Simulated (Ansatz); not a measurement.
Ligand exchange: C4H10 + Si(CH3)Cl3 → C3H7Cl + Si(CH3)2Cl2

Species: C4H10 (butane) `CCCC`, singlet; Si(CH3)Cl3 (methyltrichlorosilane), singlet; C3H7Cl `CCCCl`, singlet; Si(CH3)2Cl2 (dichlorodimethylsilane), singlet. The partners trade CH3 for Cl: C–CH3 and Si–Cl bonds give way to C–Cl and Si–CH3.

Shapes, held fixed at every level: PBE0-D4/def2-TZVP. Flexible molecules stand in one conformer, not always the lowest. Programs: Ansatz 0.2.0. The zero-point and thermal change to 298 K, harmonic and unscaled (PBE0-D4/def2-TZVP), is -4.0 kJ/mol.

| level | kind | ΔH(298 K) (kJ/mol) | less CCSD(T)/CBS estimate | CPU time (sum over the molecules) |
| --- | --- | --- | --- | --- |
| PBE-D4/def2-TZVPP | GGA | +91.7 | -4.7 | 33 s |
| BHLYP-D4/def2-TZVPP | global hybrid | +98.2 | +1.8 | 43 s |
| wB97M-V/def2-TZVPP | range-separated hybrid | +95.6 | -0.8 | 2.4 min |
| wB97X-V/def2-TZVPP | range-separated hybrid | +94.7 | -1.7 | 98 s |
| MP2/def2-SVP | perturbation theory | +108.4 | +12.0 | – |
| CCSD(T)/def2-SVP | coupled cluster or CI | +105.5 | +9.1 | 48 s |
| CCSD/def2-SVP | coupled cluster or CI | +106.3 | +9.9 | – |
| CCSD(T)/CBS estimate | coupled cluster or CI | +96.4 | 0.0 | 28 min |

The highest level, CCSD(T)/CBS estimate, gives ΔH(298 K) = +96.4 kJ/mol; the levels span +91.7 to +108.4. The column of differences is taken from that level and isn't an error. No measured value is set beside it here. The CBS estimate extrapolates MP2 from def2-TZVPP and def2-QZVPP and adds CCSD(T) − MP2 in the triple-zeta set, cores frozen. Times are processor times on shared x86 and Arm servers, and rough.
